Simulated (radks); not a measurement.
Q: Species: the lead ion Pb3+. Configuration: [Xe] 4f14 5d10 6s(up 0.875, down 0.125) (fractional occupations, a model configuration). All-electron calculation, scalar-relativistic Kohn-Sham, PBEsol, spin-polarised, spherical densities, point nucleus. Program: a radial shooting solver on a logarithmic mesh with Libxc functionals. Some entries of the table are withheld. Estimate them.

orbital,occ.,eigenvalue (hartree),<r^2> (bohr^2),<r> (bohr)
1s up,1,-3238.988,0.0003572,0.01605
1s down,1,-3238.987,0.0003572,0.01605
2s up,1,-580.2052,0.005420,0.06760
2s down,1,-580.2049,0.005420,0.06760
2p up,3,-497.7994,0.004619,0.06144
2p down,3,-497.7991,0.004619,0.06144
3s up,1,-140.0771,0.03486,0.1746
3s down,1,-140.0766,0.03486,0.1746
3p up,3,-116.4556,0.03614,0.1765
3p down,3,-116.4551,0.03614,0.1765
3d up,5,-92.37707,0.02993,0.1600
3d down,5,-92.37665,0.02993,0.1600
4s up,1,-32.51922,0.1666,0.3843
4s down,1,-32.51847,0.1666,0.3843
4p up,3,-24.77920,0.1911,0.4101
4p down,3,-24.77833,0.1910,0.4101
4d up,5,-15.82825,0.2144,0.4311
4d down,5,-15.82725,0.2144,0.4311
5s up,1,-6.35441,0.8155,0.8531
5s down,1,-6.35266,0.8149,0.8529
4f up,7,-5.94346,(1),0.4539
4f down,7,-5.94236,(2),0.4538
5p up,3,-4.20892,1.075,0.9763
5p down,3,-4.20597,1.072,0.9752
5d up,5,-1.82275,1.889,1.279
5d down,5,-1.81211,1.867,1.272
6s up,0.875,-1.39397,4.854,2.085
6s down,0.125,-1.36343,4.862,2.086

A: 
(1) 4f up <r^2> (bohr^2): 0.2467
(2) 4f down <r^2> (bohr^2): 0.2466
